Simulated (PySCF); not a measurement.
# Computed properties of hypoboric acid (B2H4O4), SMILES B(O)(O)B(O)O

hypoboric acid (B2H4O4), SMILES OB(O)B(O)O. Coordinates come from a B3LYP-D3(BJ)/def2-SVP optimisation. The values are those of a single conformer. All values are computed for the isolated molecule unless a solvent is named; none is compared with measurement here.

**Structure.** The optimised structure has Cs symmetry. All 24 harmonic modes at B3LYP-D3(BJ)/def2-SVP (PySCF) are real, so it is a minimum. With heavy atoms numbered as in [B:1]([OH:2])([OH:3])[B:4]([OH:5])[OH:6], the shortest bond between them is B4–O6 at 1.360 Å and the longest B1–B4 at 1.722 Å.

**Vibrations.** The strongest infrared lines (harmonic, unscaled, degenerate partners summed) lie at 1381 cm⁻¹ (546 km/mol, B 70 %, O 26 %), 608 cm⁻¹ (327 km/mol, H 84 %, O 13 %), 1015 cm⁻¹ (156 km/mol, O 51 %, H 43 %). The softest mode is at 54 cm⁻¹ and the zero-point energy is 43.1 kcal/mol.

**Electronic structure.** B3LYP/def2-TZVP (PySCF) places the frontier levels at -8.21 and -0.55 eV, a gap of 7.66 eV, and gives a dipole moment of 3.15 D and a mean polarisability of 43.0 bohr³. PBE/def2-TZVP (PySCF) at the same geometry gives -6.92 and -1.26 eV, so its gap is 2.00 eV narrower. An orbital gap is neither the optical nor the fundamental gap.

**Excitations.** TDA-M06-2X/def2-SVPD (PySCF) has S1 at 6.74 eV (184 nm, f = 0.037, weak); the most intense of the 10 singlets computed lies at 8.19 eV (f = 0.13). T1 (TDA) is at 5.46 eV, 1.28 eV under S1. TDA-PBE/def2-SVPD (PySCF) puts S1 at 6.11 eV. No vertical singlet excitation falls in the visible range (under 3.1 eV).

**NMR.** GIAO shifts at B3LYP/pcSseg-1 (PySCF) (non-relativistic, atoms alike by connectivity averaged): ¹H at 4.2 ppm against TMS; ¹¹B at 15.8 ppm against BF3.
